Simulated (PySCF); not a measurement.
## Electronic structure of Co²⁺ (cobalt, charge +2) at the UHF level

Configuration: [Ar] 3d7, high-spin 4F determinant. Calculation: PySCF 2.14, in cc-pVTZ-DK (7s6p4d2f1g, 68 functions); the spin-free X2C one-electron Hamiltonian (Gaussian nucleus).

```
Total energy                        : -1391.055440 hartree
One-electron energy                 : -1908.8645 hartree
Hartree (Coulomb) energy            : 576.1741 hartree
Exchange energy                     : -58.3651 hartree
⟨S²⟩                                : 3.7540
⟨L²⟩                                : 12.027
Sum of ⟨r⟩                          : 15.41 bohr
Sum of ⟨r²⟩                         : 15.57 bohr²
Langevin diamagnetic susceptibility : -12.3 ×10⁻⁶ cm³/mol
Time after the integrals            : 0.58 s of wall time on 1 thread of Neoverse-V1 (shared host)
```

```json
{"shell": "1s α", "electrons": "1", "mean orbital energy (eV)": "-7795.2", "spread (eV)": "0", "rms radius, mean of both spins (bohr)": "0.0648"}
{"shell": "1s β", "electrons": "1", "mean orbital energy (eV)": "-7795.2", "spread (eV)": "0", "rms radius, mean of both spins (bohr)": "0.0648"}
{"shell": "2s α", "electrons": "1", "mean orbital energy (eV)": "-985.07", "spread (eV)": "0", "rms radius, mean of both spins (bohr)": "0.276"}
{"shell": "2s β", "electrons": "1", "mean orbital energy (eV)": "-982.34", "spread (eV)": "0", "rms radius, mean of both spins (bohr)": "0.276"}
{"shell": "2p α", "electrons": "3", "mean orbital energy (eV)": "-842.86", "spread (eV)": "0", "rms radius, mean of both spins (bohr)": "0.249"}
{"shell": "2p β", "electrons": "3", "mean orbital energy (eV)": "-840.14", "spread (eV)": "0", "rms radius, mean of both spins (bohr)": "0.249"}
{"shell": "3s α", "electrons": "1", "mean orbital energy (eV)": "-148.25", "spread (eV)": "0", "rms radius, mean of both spins (bohr)": "0.832"}
{"shell": "3s β", "electrons": "1", "mean orbital energy (eV)": "-140.55", "spread (eV)": "0", "rms radius, mean of both spins (bohr)": "0.832"}
{"shell": "3p α", "electrons": "3", "mean orbital energy (eV)": "-105.89", "spread (eV)": "0", "rms radius, mean of both spins (bohr)": "0.889"}
{"shell": "3p β", "electrons": "3", "mean orbital energy (eV)": "-96.618", "spread (eV)": "0", "rms radius, mean of both spins (bohr)": "0.889"}
{"shell": "3d α", "electrons": "5", "mean orbital energy (eV)": "-38.058", "spread (eV)": "1.453", "rms radius, mean of both spins (bohr)": "1.13"}
{"shell": "3d β", "electrons": "2", "mean orbital energy (eV)": "-34.397", "spread (eV)": "0", "rms radius, mean of both spins (bohr)": "1.13"}
```

Densities and radii are taken from the X2C orbitals without a picture-change correction, which distorts them close to the nucleus.
